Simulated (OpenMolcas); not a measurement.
# Ge³⁺: effect of the level shift or regulariser

- Program: OpenMolcas 26.06
- Basis: ANO-RCC-VTZP [6s5p3d1f]
- Scalar Hamiltonian: DKH2, point nucleus
- Active space: 1 electron in 4 orbitals (4s 4p)
- State averaging: 2S+1 = 2 even, 1 root; 2S+1 = 2 odd, 3 roots
- Spin-orbit coupling: state interaction with AMFI integrals over the reference wave functions, term energies averaged over their components

Methods on the same reference wave functions:
A. CASSCF
B. SS-CASPT2, IPEA 0.25 Eh, imaginary shift 0.1 Eh (closed shells correlated: 3d)
C. SS-CASPT2, IPEA 0.25 Eh, real shift 0.2 Eh (closed shells correlated: 3d)

Energies in cm⁻¹ above 4s ²S_1/2, the measured ground level; measured values from Sugar and Musgrove, J. Phys. Chem. Ref. Data 22, 1213 (1993).

```
     Level      A      B      C  Measured
 4s ²S_1/2    0.0    0.0    0.0       0.0
4p ²P°_1/2  79108  81048  81048     81311
4p ²P°_3/2  81430  83370  83369     84102
```

Deviations, from unrounded energies. A percentage is the sum of absolute deviations over the sum of measured energies, with the sign that they share, or ± where signs differ.

| Against measurement | Levels | A | B | C |
| --- | --- | --- | --- | --- |
| mean absolute deviation (cm-1) | 2 | 2400 | 500 | 500 |
| other configurations (%) | 2 | -2.9 | -0.6 | -0.6 |

B, C lie about equally close to measurement and A furthest from it. The largest miss of B in the table is 4p ²P°_3/2, by -730 cm-1. The ranking rests on the paired levels alone, and a cruder setting can come out closer through cancelling errors.

Between B and C no level of the table moves by more than 5 cm-1.

The lowest spin-free term lies below A's lowest term by 0.365 hartree in B, 0.365 hartree in C.

With one active electron the reference holds no correlation, so core polarisation is missing (holds for A). With one active electron, CASPT2 adds the correlation within the correlated inactive shells and between them and that electron, and leaves the splitting within a term as the reference gives it (holds for B; C). Measured partners are found by configuration, term and J. A level has none where our copy of the source lacks it or the pairing is in doubt (some pairs that miss far off the trend of their configuration count as doubtful), and it then counts in no deviation. Levels of configurations outside the active space are missing.

° marks odd parity.
